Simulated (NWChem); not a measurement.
**C2H6AlCl**

```xyz
10

Al     0.2192    -0.2528     0.2233
C      2.0239    -0.6655    -0.4168
H      2.4251    -1.6027     0.0213
H      2.7218     0.1531    -0.1338
H      2.0642    -0.7473    -1.5224
C     -0.6193    -0.9531     1.8491
H     -1.3074    -1.7880     1.5907
H     -1.2335    -0.1852     2.3628
H      0.1227    -1.3522     2.5712
Cl    -0.9453     1.0895    -0.9639
```
Charge 0, spin multiplicity 1.

The numbers come from NWChem runs, not from measurements. The geometry was optimised at PBE/def2-SVP, a minimum by its harmonic frequencies.

Symmetry labels belong to the abelian group C1 used in the runs, with the axes of the coordinates shown.

The structure started from a generated list of species.

Problem. List the lowest 3 singlet excitations that TD-PBE/def2-SVP gives, with oscillator strengths.

Solution. 
```csv
state,symmetry,energy (eV),wavelength (nm),f
1,a,5.21,238,0.000
2,a,6.19,200,0.000
3,a,6.39,194,0.146
```
